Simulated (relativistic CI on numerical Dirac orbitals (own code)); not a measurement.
One change at a time: Sb XXIV

Base calculation: Dirac-Coulomb-Breit CI, KLI orbitals optimised for each configuration, QED by a radiative potential, unscaled Slater integrals.

Configuration list (outside the closed core [Ne]): 3s2 3p6 3d10, 3s2 3p6 3d9 4s, 3s2 3p6 3d9 4p, 3s2 3p6 3d9 4d, 3s2 3p6 3d9 4f, 3s2 3p5 3d10 4s, 3s2 3p6 3d8 4s2, 3s2 3p6 3d8 4s 4p, 3s2 3p5 3d10 4p, 3s2 3p6 3d9 5s, 3s2 3p6 3d8 4p2, 3s2 3p6 3d9 5p, 3s2 3p6 3d8 4s 4d, 3s2 3p5 3d10 4d, 3s2 3p6 3d9 5d, 3s 3p6 3d10 4s, 3s2 3p6 3d8 4p 4d, 3s2 3p6 3d9 5f, 3s2 3p5 3d9 4s2, 3s2 3p6 3d9 5g, 3s 3p6 3d10 4p, 3s2 3p6 3d8 4d2, 3s2 3p5 3d10 4f, 3s2 3p5 3d9 4s 4p, 3s2 3p6 3d9 6s, 3s2 3p6 3d9 6p, 3s2 3p6 3d9 6d, 3s2 3p5 3d9 4p2, 3s2 3p5 3d9 4s 4d, 3s 3p6 3d10 4d, 3s 3p6 3d9 4s2, 3s2 3p5 3d10 5s, 3s2 3p5 3d9 4p 4d, 3s2 3p5 3d10 5p, 3s 3p6 3d9 4s 4p, 3s2 3p4 3d10 4s2. Levels of other configurations are missing.

Variants: (1) P86 correlation estimate; (2) QED terms removed. Shifts of the energy above 3s2 3p6 3d10 1S_0, in eV, for the lowest level and the first level of each name with at least 55 % of one term (blank where a level changes its place among those of its configuration and J or its character, or is not in the variant):

```tsv
Level	Base	Δ(1)	Δ(2)
3s2 3p6 3d10 1S_0	0.000	0.000	0.000
3s2 3p6 3d9 4s 3D_3	480.125	+1.784	-0.307
3s2 3p6 3d9 4s 3D_1	490.052	+1.784	-0.337
3s2 3p6 3d9 4p 3P°_2	526.854	+1.862	-0.033
3s2 3p6 3d9 4p 3F°_2	537.067	+1.862	-0.062
3s2 3p6 3d9 4p 3F°_4	540.493	+1.862	-0.057
3s2 3p6 3d9 4p 1D°_2	542.007	+1.862	-0.057
3s2 3p6 3d9 4p 1P°_1	542.531	+1.862	-0.060
3s2 3p6 3d9 4p 3D°_3	543.349	+1.862	-0.057
3s2 3p6 3d9 4p 3P°_0	548.377	+1.862	-0.087
3s2 3p6 3d9 4p 3D°_1	551.552	+1.862	-0.085
3s2 3p6 3d9 4p 3D°_2	552.883	+1.862	-0.086
3s2 3p6 3d9 4d 3S_1	613.655	+1.915	-0.025
3s2 3p6 3d9 4d 3G_4	617.267	+1.914	-0.023
```

At this charge energies of transitions that change n are usually good to better than 1 %, and those within a shell (Δn = 0) to a few per cent.

Ionisation energy from the two ground configurations alone: base 1214.54 eV; P86 correlation estimate 1216.58 eV. The NIST ASD value (theoretical) is 1214 eV.

LS names give the leading component of a level, which can be under half, so a name can repeat, a term be missing and a line seem to break the LS rules.
